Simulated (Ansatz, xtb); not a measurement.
## Relative energy of two structures of ClGa2H3O

Structure I: `[OH][Ga]([Cl])[GaH2]`, a singlet. Structure II: a singlet given by its coordinates. Both are isolated molecules in the gas phase, relaxed with PBE0-D3(BJ)/def2-SVP; the shapes shown needn't be the lowest conformers.

I (Å):

```xyz
7

Cl   -3.8118   -1.3371    1.1874
Ga   -2.4401   -0.7698   -0.3894
Ga   -0.3384   -2.0292   -0.5578
O    -3.1380    0.5826   -1.3205
H    -2.5980    0.9070   -2.0482
H     0.9265   -1.5666    0.2519
H    -0.2640   -3.3286   -1.4386
```

II (Å):

```xyz
7

Cl    0.3477    0.1466    2.0119
Ga    0.1806   -0.9730    0.1372
Ga   -2.5629   -0.2689   -0.6136
O    -0.7026    0.3131   -1.0451
H    -1.2620   -1.7697    0.1535
H    -0.3930    1.2192   -1.1551
H     1.4517   -1.6072   -0.4942
```

Close contacts (Å): Cl1–Ga2 2.19, Ga2–Ga3 2.93, Ga2–O4 1.96, Ga3–O4 2.00, Ga2–H5 1.65, Ga2–H7 1.55, Ga3–H5 2.13, O4–H6 0.96.

Q: Estimate which is lower in electronic energy at CCSD(T)/def2-SVP + ΔMP2/def2-TZVPP, and by roughly how much.

A: The CCSD(T)/def2-SVP + ΔMP2/def2-TZVPP calculation puts structure II lower, by 15.7 kcal/mol.

Level by level:

| level | geometry | E(II) − E(I) (kcal/mol) | departure from the last row (kcal/mol) | job, with rough time for the two |
| --- | --- | --- | --- | --- |
| PBE0-D3(BJ)/def2-SVP | PBE0-D3(BJ)/def2-SVP | −18.6 | −2.9 | optimisation, 49 s |
| HF/def2-SVP | PBE0-D3(BJ)/def2-SVP | −17.4 | −1.7 | part of the CCSD(T) run |
| MP2/def2-SVP | PBE0-D3(BJ)/def2-SVP | −15.6 | +0.1 | part of the CCSD(T) run |
| CCSD(T)/def2-SVP | PBE0-D3(BJ)/def2-SVP | −18.2 | −2.5 | single point |
| CCSD(T)/def2-SVP + ΔMP2/def2-TZVPP | PBE0-D3(BJ)/def2-SVP | −15.7 |  | single point, 20 s |

The levels shown agree on the order. The largest departure from CCSD(T)/def2-SVP + ΔMP2/def2-TZVPP is that of PBE0-D3(BJ)/def2-SVP, 2.9 kcal/mol. Levels run at GFN2-xTB geometries aren't shown. The last row adds to CCSD(T) the change of the MP2 difference between the two basis sets, here +2.5 kcal/mol.

With harmonic frequencies from PBE0-D3(BJ)/def2-SVP (ideal gas, rigid rotor, one conformer each, 1000 K, 1 atm): on the last row, ΔE + ΔZPE = −14.9 kcal/mol. A mode under 50 cm⁻¹ makes harmonic enthalpies and free energies unreliable, so none is given.

The correlated steps freeze 24 core orbitals; the filled d shell of Ga is correlated, in a basis made for valence electrons. Programs: Ansatz 0.2.0; the last row on 2 threads of Intel(R) Xeon(R) 6975P-C (Granite Rapids) on a shared host.
